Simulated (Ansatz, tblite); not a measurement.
Forces on Mg₃S₄⁻ at its B3LYP-D4/def2-SVPD geometry. The state is a doublet with charge -1.

The xTB rows come from tblite. Another isomer (doublet) lies 2.48 eV lower at PBE0-D4/def2-TZVPD; other spin states weren't run for this one.

GFN1-xTB (tblite), largest force 1.27 eV/Å:

```xyz
7
positions Å, forces eV/Å
Mg   -1.679    1.261   -2.372   -0.179    0.057    0.202
Mg    0.946   -0.365   -0.688   -0.270    0.091    0.266
Mg   -1.983    0.762    1.397    0.305   -0.125   -0.164
S     0.408    0.275   -2.872    0.298   -0.179    0.157
S     0.738   -0.777    2.399   -0.007    0.213   -1.250
S     0.045   -2.052    0.822    0.293    0.703    0.516
S     1.525    0.896    1.314   -0.442   -0.761    0.274
```

GFN2-xTB (tblite), largest force 1.61 eV/Å:

```
Mg -0.126 -0.027 0.526
Mg -0.347 0.241 -0.388
Mg 0.574 -0.199 -0.523
S 0.307 -0.183 0.157
S 0.064 0.234 -1.594
S 0.017 0.472 0.995
S -0.489 -0.539 0.827
```

PBE-D4/def2-TZVPD (Ansatz), largest force 0.75 eV/Å:

```
Mg 0.222 -0.144 0.171
Mg -0.218 0.089 0.132
Mg 0.256 -0.104 -0.142
S -0.100 0.037 0.088
S -0.074 0.160 -0.732
S 0.122 0.311 0.296
S -0.209 -0.349 0.188
```
